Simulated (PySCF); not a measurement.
AlCl3, SMILES [Al-]([Cl])([Cl])[Cl], charge -1, multiplicity 2.

Geometry: TPSSh-D3(BJ)/def2-SVPD.

Level of theory: TPSSh-D3(BJ)/def2-SVPD (PySCF 2.14.0).

Frequencies are harmonic and unscaled.

Modes within 1.5 cm⁻¹ of each other (mostly degenerate sets) share a row, with their intensities summed.

| mode | ν (cm⁻¹) | IR (km/mol) | moving atoms (share of kinetic energy) |
|---|---|---|---|
| 1–2 | 118 | 0.7 | Cl 90 %, Al 10 % |
| 3 | 178 | 3.2 | Cl 68 %, Al 32 % |
| 4 | 369 | 38.8 | Cl 52 %, Al 48 % |
| 5–6 | 435 | 286.3 | Al 65 %, Cl 35 % |
